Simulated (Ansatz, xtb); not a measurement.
# Two isomers of C4H6Cl2S

We compare a, `CC(=S)CC(Cl)Cl`, a singlet, with b, `CS/C=C/C(Cl)Cl`, a singlet. Both are isolated molecules in the gas phase, relaxed with B3LYP-D3(BJ)/def2-SVP; each stands in its lowest conformer found.

**Question.** Which of the two would you expect CCSD(T)/def2-SVP + ΔMP2/def2-TZVPP electronic energies to favour?

**Answer.** Structure a; the calculation gives E(b) − E(a) = +32.9 kJ/mol.

Level by level:

| level | geometry | E(b) − E(a) (kJ/mol) | departure from the last row (kJ/mol) | job, with rough time for the two |
| --- | --- | --- | --- | --- |
| GFN2-xTB | GFN2-xTB | +40.1 | +7.2 | optimisation, 0.29 s |
| HF/STO-3G | GFN2-xTB | −23.8 | −56.7 | single point, 0.44 s |
| r2SCAN-D4/def2-SVP | GFN2-xTB | +40.3 | +7.4 | single point, 4.2 s |
| B3LYP-D3(BJ)/def2-SVP | B3LYP-D3(BJ)/def2-SVP | +39.0 | +6.0 | optimisation, 32 s |
| HF/def2-SVP | B3LYP-D3(BJ)/def2-SVP | +37.6 | +4.7 | part of the CCSD(T) run |
| MP2/def2-SVP | B3LYP-D3(BJ)/def2-SVP | +58.6 | +25.6 | part of the CCSD(T) run |
| CCSD(T)/def2-SVP | B3LYP-D3(BJ)/def2-SVP | +54.8 | +21.9 | single point |
| CCSD(T)/def2-SVP + ΔMP2/def2-TZVPP | B3LYP-D3(BJ)/def2-SVP | +32.9 |  | single point, 70 s |

As drawn, b has 2 C–S, 1 C=C in place of 2 C–C, 1 C=S.

HF/STO-3G puts the two in the other order. The largest departure from CCSD(T)/def2-SVP + ΔMP2/def2-TZVPP is that of HF/STO-3G, 56.7 kJ/mol. The last row adds to CCSD(T) the change of the MP2 difference between the two basis sets, here −21.9 kJ/mol, a large step that makes the value less sure.

With thermal terms from frequencies at re-optimised GFN2-xTB minima (ideal gas, soft modes damped towards free rotors, one conformer each, 298.15 K, 1 atm): on the last row, ΔE + ΔZPE = +28.1, ΔH = +29.6, ΔG = +25.7 kJ/mol.

The correlated steps freeze 19 core orbitals. Programs: Ansatz 0.2.0, xtb 6.7.1; the last row on 4 threads of Arm Neoverse V1 on a shared host.
